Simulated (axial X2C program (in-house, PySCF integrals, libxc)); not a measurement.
MoNC⁻: properties at the nuclei

Computed with an axial X2C code built on PySCF integrals: two-component X2C with atomic mean-field Coulomb and Gaunt terms, Gaussian nuclei, basis Mo dyall-v3z, N dyall-av3z, C dyall-v3z with contracted cores.

Mo–N–C held linear, with bonds 2.182 and 1.173 Å (near the PBE0 minimum at charge -1 of the determinant lowest at the starting distance; the state shown can have its own minimum elsewhere, held linear; other orders of the atoms were not compared).

Determinant lowest in the PBE0 search, Ω = 3 (⟨Sz⟩ = 3.00, ⟨Lz⟩ = 0.00 at PBE0), spin on the atoms Mo 3.03, N -0.09, C 0.06:

| level | Eeff magnitude (GV/cm) | Ws magnitude Mo (kHz) | A∥/gI Mo (MHz) | qzz Mo (a.u.) | A∥/gI N (MHz) | qzz N (a.u.) | A∥/gI C (MHz) | qzz C (a.u.) |
| --- | --- | --- | --- | --- | --- | --- | --- | --- |
| PBE0 | 1.52 | 0.312 | 384 | -2.51 | 3.43 | -0.67 | 1.6 | -0.87 |
| HF | 0.7 | 0.19 | 144 | -3.08 | -8.16 | -0.80 | 1.99 | -0.99 |
| TPSSh | 1.57 | 0.319 | 385 | -2.42 | 5.89 | -0.65 | 1.97 | -0.85 |

Eeff is the effective electric field on the electron electric dipole moment in this Ω state and Ws the scalar–pseudoscalar constant of the nucleus named (defined with the proton number Z and per Ω); A∥ (defined per Ω) follows by multiplying with gI = μI/(I μN); qzz is the electric field gradient, eQq0 = 234.96 MHz × Q/barn × qzz. The operators were transformed with the bare-nucleus X2C matrices; with these basis sets, hyperfine constants and field gradients can be off by tens of per cent, and where levels differ in sign neither size nor sign is settled.

**Question.** With Q(95Mo) = -0.022 barn, Q(14N) = 0.02044 barn, gI(13C) = 1.4048 (g factors from the IAEA table of nuclear moments by Stone; Q from Pyykkö, Mol. Phys. 2018), turn the PBE0 values of the first state into constants in MHz.

**Answer.** eQq0(95Mo) = 234.96 × (-0.022) × (-2.51) = 13 MHz; eQq0(14N) = 234.96 × (0.02044) × (-0.67) = -3.22 MHz; A∥(13C) = 1.6 × 1.4048 = 2.25 MHz.

The molecule was held linear; bending was not examined, so a bent shape may lie lower.

Each state is one determinant with collinear spin, which with several unpaired electrons need not be a pure state. Unrestricted Hartree–Fock can overshoot spin polarisation at the nuclei. For an anion, determinants above electron detachment, or with a positive highest level, are held by the basis set. This is the top spin component of a Σ state; components of lower Ω are not single determinants and can lie lower. With several open shells hyperfine constants can be off by a factor of several. Where Eeff spreads by more than a factor of two the levels disagree and none is to be relied on. Open-shell Ω = 0 determinants with evenly filled partner blocks cannot be reached by this program, so the Ω shown need not be the lowest component. States lie within half an eV, so the first need not be the ground state. Further determinants of the search, some of them spin-mixed, are not shown. Where a field gradient or hyperfine factor spreads by more than a factor of two over the levels, a constant derived from it is not to be relied on.
